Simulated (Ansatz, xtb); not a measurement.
C5H9NO2: 8 structures ranked

8 gas-phase structures of C5H9NO2, from a drawn sample of its isomers (lower ones may exist). Each was relaxed with GFN2-xTB; where two conformers were screened, the lower at r2SCAN-D4/def2-SVP//GFN2-xTB is listed:

A. `CC/C(C=O)=C(/N)O`, a singlet
B. `[H]/N=C(/O)[C@H](C=O)CC`, a singlet
C. `[H]/N=C(O)/C(=C\O)CC`, a singlet
D. `CC/C(C=O)=C(\N)O`, a singlet
E. `CC/C(=C/O)C(N)=O`, a singlet
F. `CC[C@@H](C=O)C(N)=O`, a singlet
G. `CC/C(=C\O)C(N)=O`, a singlet
H. `[H]/N=C(O)\C(=C\O)CC`, a singlet

Q: Make a reasoned guess at their ranking by r2SCAN-D4/def2-SVP//GFN2-xTB single-point energy.

A: Calculated order at r2SCAN-D4/def2-SVP//GFN2-xTB: E (0.0), D (2.9), F (5.4), G (11.4), A (14.4), C (16.3), B (22.4), H (24.8) kcal/mol.

Energies above the lowest of each column, in kcal/mol; the last columns are at r2SCAN-D4/def2-SVP geometries and were run for some of them only (a dash: not run or not comparable):

| structure | GFN2-xTB | HF/STO-3G | r2SCAN-D4/def2-SVP//GFN2-xTB | r2SCAN-D4/def2-SVP | CCSD(T)/def2-SVP + ΔMP2/def2-TZVPP |
| --- | --- | --- | --- | --- | --- |
| E | 0.0 | 3.4 | 0.0 | 0.0 | 0.0 |
| D | 5.3 | 6.5 | 2.9 | relaxes to E | – |
| F | 5.6 | 0.0 | 5.4 | 5.5 | 1.9 |
| G | 8.4 | 13.2 | 11.4 | 11.7 | 7.2 |
| A | 11.0 | 15.2 | 14.4 | 14.6 | 14.0 |
| C | 9.7 | 9.9 | 16.3 | 15.9 | 13.8 |
| B | 17.2 | 7.7 | 22.4 | – | – |
| H | 16.2 | 17.7 | 24.8 | – | – |

CCSD(T)/def2-SVP + ΔMP2/def2-TZVPP puts E lowest of those it was run on; HF/STO-3G picks F. CCSD(T)/def2-SVP + ΔMP2/def2-TZVPP orders those it was run on as E (0.0), F (1.9), G (7.2), C (13.8), A (14.0) kcal/mol. Less than 1 kcal/mol parts C and A, so the order within that pair means little. Flexible structures stand in one conformer each, not always the lowest. Frequencies (GFN2-xTB) were run for A, C, E, F, G alone. The ΔMP2 step shifts differences by up to 4.3 kcal/mol, which makes them less sure. ΔMP2 is the change of the MP2 energy from the smaller to the larger basis.

Over these structures GFN2-xTB departs from r2SCAN-D4/def2-SVP//GFN2-xTB by 2.9 kcal/mol on average once a common shift is removed. A GFN2-xTB relaxation took about 0.54 s and the r2SCAN-D4/def2-SVP//GFN2-xTB energy about 8 s on a shared host (Ansatz 0.2.0, xtb 6.7.1).
